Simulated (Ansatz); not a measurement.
A structure relaxed at PBE0-D4/def2-TZVP, charge 0, multiplicity 1:

```csv
atom,x (Å),y (Å),z (Å)
N1,1.2425,0.4086,-3.4329
Si2,1.6027,-0.4887,-2.0194
C3,0.4822,-0.1887,-0.5942
C4,-0.2728,0.0318,0.3333
Si5,-1.4131,0.3814,1.7241
N6,-1.2661,-0.9731,2.7458
O7,-1.0466,1.7938,2.4740
H8,1.4037,1.4034,-3.4413
H9,0.4199,0.1785,-3.9678
H10,1.5056,-1.9308,-2.3490
H11,2.9698,-0.1271,-1.5746
H12,-2.7803,0.6283,1.2179
H13,-0.7489,-1.7854,2.4575
H14,-1.8991,-1.1629,3.5038
H15,-0.1996,1.8307,2.9228
```

(1) Give its formula and SMILES.

(2) Point group (tolerance 0.08 Å, 0.16 Å for H)?

(3) Summarise the bond lengths by kind.

Answers

(1) C2H8N2OSi2, `N[SiH2]C#C[SiH](N)O`.

(2) C1.

(3) 2 × N–Si 1.703 to 1.713 Å; 4 × H–N 1.005 to 1.008 Å; 2 × C–Si 1.832 to 1.838 Å; 3 × H–Si 1.479 to 1.482 Å; 1 × C–C 1.216 Å; 1 × O–Si 1.641 Å; 1 × H–O 0.959 Å.

Program: Ansatz 0.2.0.
